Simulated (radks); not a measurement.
All-electron atom: Cu VI in [Ar] 3d6.

Method: scalar-relativistic Kohn-Sham, SCAN, spin-polarised, spherical densities, finite nucleus; open shells are filled with parallel spins first; meta-GGA in the generalised Kohn-Sham scheme; Fermi nuclear charge, rms radius 3.8823 fm; computed with a radial shooting solver on a logarithmic mesh with Libxc functionals.

Energy parts (eV):
| part | energy |
|---|---|
| total | -44837.757 |
| kinetic | 45514.952 |
| electron-nucleus | -105626.211 |
| Hartree | 17047.161 |
| exchange-correlation | -1773.659 |

Orbitals (lengths in bohr, moments of r in powers of bohr; r(max) is where P^2 peaks):
1s up: occ. 1; eigenvalue (eV) -8977.183; r(max) 0.03412
1s down: occ. 1; eigenvalue (eV) -8977.168; r(max) 0.03412
2s up: occ. 1; eigenvalue (eV) -1175.937; r(max) 0.1964
2s down: occ. 1; eigenvalue (eV) -1171.681; r(max) 0.1963
2p up: occ. 3; eigenvalue (eV) -1026.375; r(max) 0.1585
2p down: occ. 3; eigenvalue (eV) -1023.215; r(max) 0.1582
3s up: occ. 1; eigenvalue (eV) -216.5134; r(max) 0.6062
3s down: occ. 1; eigenvalue (eV) -209.1476; r(max) 0.6078
3p up: occ. 3; eigenvalue (eV) -171.3000; r(max) 0.6091
3p down: occ. 3; eigenvalue (eV) -163.9463; r(max) 0.6116
3d up: occ. 5; eigenvalue (eV) -98.5457; r(max) 0.5649
3d down: occ. 1; eigenvalue (eV) -90.9831; r(max) 0.5729

The highest occupied level is 3d down at -90.983 eV. Summed over all electrons, <r^2> = 9.342 bohr^2, which gives a Langevin (diamagnetic) susceptibility term of -7.4 x 10^-6 cm^3/mol.
